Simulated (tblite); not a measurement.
Species: CH7O2Si2 (doublet state).
Atom-mapped SMILES: `[O:1][CH2:2][SiH2:3][O:4][SiH3:5]` (hydrogens: H6, H7 on C2; H8, H9 on Si3; H10, H11, H12 on Si5)

Computed with GFN2-xTB (tblite), gas phase: L-BFGS steps from a force-field or distance-geometry start until the largest atomic force falls under 0.01 eV/Å.

Step 44: E = -471.6951 eV
```
atom  x, y, z in Å  |  force x, y, z in eV/Å
O1      0.5587   -0.5496    1.5774   -0.035  -0.010   0.020
C2      1.5710   -0.4923    0.7759   -0.025  -0.045   0.058
Si3     0.8003    0.9868   -0.3130   -0.039   0.042  -0.038
O4     -0.6446    0.5259   -0.8110    0.001  -0.045  -0.027
Si5    -1.9687   -0.3967   -0.4495    0.020  -0.012   0.042
H6      1.7435   -1.3578    0.1202   -0.002  -0.006  -0.039
H7      2.5155   -0.1082    1.1900    0.020  -0.006  -0.005
H8      1.6143    1.1068   -1.5182    0.020   0.025  -0.008
H9      0.7170    2.0973    0.6160    0.011   0.036  -0.013
H10    -2.5266    0.0965    0.7986   -0.009  -0.001   0.046
H11    -2.8200   -0.1153   -1.6030    0.008   0.034  -0.042
H12    -1.5592   -1.7940   -0.4093    0.031  -0.011   0.007
```

Step 45: E = -471.6959 eV
```
atom  x, y, z in Å  |  force x, y, z in eV/Å
O1      0.5391   -0.5392    1.5642   -0.049  -0.018   0.033
C2      1.5602   -0.4940    0.7727   -0.055  -0.027   0.055
Si3     0.8001    0.9906   -0.3168   -0.035   0.044  -0.029
O4     -0.6490    0.5415   -0.8131    0.001  -0.048  -0.022
Si5    -1.9612   -0.3973   -0.4444    0.052  -0.010   0.054
H6      1.7297   -1.3601    0.1194    0.003  -0.033  -0.056
H7      2.5023   -0.1178    1.1953    0.051   0.006   0.000
H8      1.6134    1.1035   -1.5233    0.020   0.027  -0.006
H9      0.7300    2.0977    0.6173    0.008   0.040  -0.020
H10    -2.5189    0.0861    0.8080   -0.006  -0.002   0.031
H11    -2.8147   -0.1234   -1.5974   -0.008   0.033  -0.044
H12    -1.5299   -1.7883   -0.4079    0.018  -0.011   0.005
```

Question: Estimate the geometry and energy of step 46. (The exact step hangs on the optimiser's Hessian estimate; all steps are aligned on step 45, rigid shifts and turns removed.)

Answer: E = -471.6971 eV, largest force 0.157 eV/Å
```
atom  x, y, z in Å  |  force x, y, z in eV/Å
O1      0.5184   -0.5316    1.5531   -0.126  -0.031   0.088
C2      1.5450   -0.4969    0.7711   -0.031   0.004  -0.009
Si3     0.7987    0.9960   -0.3228   -0.016   0.033  -0.020
O4     -0.6546    0.5600   -0.8184    0.018  -0.043  -0.005
Si5    -1.9516   -0.3975   -0.4381    0.063  -0.016   0.051
H6      1.7108   -1.3614    0.1160    0.007  -0.054  -0.064
H7      2.4862   -0.1294    1.2009    0.076   0.017   0.002
H8      1.6164    1.1001   -1.5268    0.017   0.027  -0.010
H9      0.7437    2.0999    0.6153    0.000   0.050  -0.020
H10    -2.5085    0.0739    0.8202    0.001  -0.003   0.009
H11    -2.8106   -0.1337   -1.5902   -0.011   0.027  -0.025
H12    -1.4926   -1.7801   -0.4064    0.000  -0.010   0.003
```

The energy changes by -0.0011 eV. The first-order estimate −F·Δx gives -0.0016 eV and the mean of the old and new forces, exact on a quadratic surface, -0.0012 eV. The step makes an angle of 83° with the force vector and moves no atom by more than 0.038 Å.

What follows is the cost of the whole relaxation. Time: 0.49 s. Hardware: one thread, Arm Neoverse V2 (aarch64) (shared host).
